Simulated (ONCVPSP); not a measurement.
**Which change was made? (Rb, ONCV)**

```json
{"Element": "Rb", "Generator": "ONCVPSP 4.0.1", "Type": "optimised norm-conserving Vanderbilt (ONCV)", "Functional": "BLYP", "Relativity": "scalar-relativistic", "Frozen core": "[Ar] 3d10", "Valence charge": "9", "Reference configuration": "4s2 4p6 5s0.75 (charge +0.25)", "Partial waves": "4s+5s: rc 2.50 bohr, ncon 4, nbas 7, qcut 3.9 1/bohr, 2 projectors; 4p: rc 1.90 bohr, ncon 5, nbas 8, qcut 7.5 1/bohr, 3 projectors, debl 0.7 Ha; d scattering state at 0.1 Ha: rc 1.85 bohr, ncon 4, nbas 8, qcut 4.4 1/bohr, 3 projectors, debl 0.5 Ha", "Local potential": "polynomial inside 1.20 bohr (lpopt 5, dvloc0 0 Ha)", "Core correction": "none"}
```

Cutoffs, loose and tight: the cutoffs (Ha) at which the residual kinetic energy of the hardest occupied pseudo-wave falls to 1 and 0.1 mHa per electron. They do not see the model core or the augmentation charge, which bear on the density cutoff. Test errors are all-electron minus pseudo excitation energies from the reference, over the configurations 4s2 4p6 5s1; 4s2 4p6 5s0; 4s2 4p6 5s0.5; 4s2 4p5 5s1; variants that change the core or the reference have their own tests.

The base gives: outcome: generated; cutoff, loose: 18 Ha; cutoff, tight: 23 Ha; bound ghosts: d; GHOST(+) flags above zero: s, d; largest test error (meV): +16.

Question: After one change the result is: outcome: generated; cutoff, loose: 18 Ha; cutoff, tight: 32 Ha; bound ghosts: s, p, d; GHOST(+) flags above zero: p, d; largest test error (meV): +35. Which change was it?
A. all radii scaled by about 0.77 (s 1.94, p 1.46, d 1.44 bohr); local potential polynomial inside 0.92 bohr (lpopt 5, dvloc0 0 Ha)
B. all radii scaled by about 0.91 (s 2.26, p 1.72, d 1.68 bohr); local potential polynomial inside 1.08 bohr (lpopt 5, dvloc0 0 Ha)
C. all radii scaled by about 1.20 (s 3.02, p 2.28, d 2.22 bohr); local potential polynomial inside 1.44 bohr (lpopt 5, dvloc0 0 Ha)

Answer: A. The others give: all radii scaled by about 0.91 (s 2.26, p 1.72, d 1.68 bohr); local potential polynomial inside 1.08 bohr (lpopt 5, dvloc0 0 Ha) → outcome: generated; cutoff, loose: 19 Ha; cutoff, tight: 24 Ha; bound ghosts: p, d; GHOST(+) flags above zero: s, d; largest test error (meV): +14 | all radii scaled by about 1.20 (s 3.02, p 2.28, d 2.22 bohr); local potential polynomial inside 1.44 bohr (lpopt 5, dvloc0 0 Ha) → outcome: generated; cutoff, loose: 15 Ha; cutoff, tight: 19 Ha; bound ghosts: d; GHOST(+) flags above zero: none; largest test error (meV): +18.
